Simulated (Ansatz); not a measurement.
A run of Ansatz (development build ahead of 0.2.0) on triplet TiO at this shape:

```xyz
2

Ti    0.0000    0.0000   -0.4575
O     0.0000    0.0000    1.2580
```

Its results:

```yaml
Converged: yes
Total_energy: -923.29476 hartree
Spin_squared_of_the_determinant: 2.535
```

(1) Which input gives this output? Name the method, the orbitals and the basis set, and write the input.

## Answers

(1) UHF in def2-TZVP.

```yaml
crystal:
  periodic: [false, false, false]
  atoms:
    - { symbol: Ti, position_ang: [0.0, 0.0, -0.45746] }
    - { symbol: O, position_ang: [0.0, 0.0, 1.25802] }
basis:
  gaussian: { orbitals: def2-TZVP }
magnetization:
  spin_polarized: true
  initial_magnetization: 2
hamiltonian:
  xc: hf
```

Caution: the unrestricted determinant is spin contaminated.
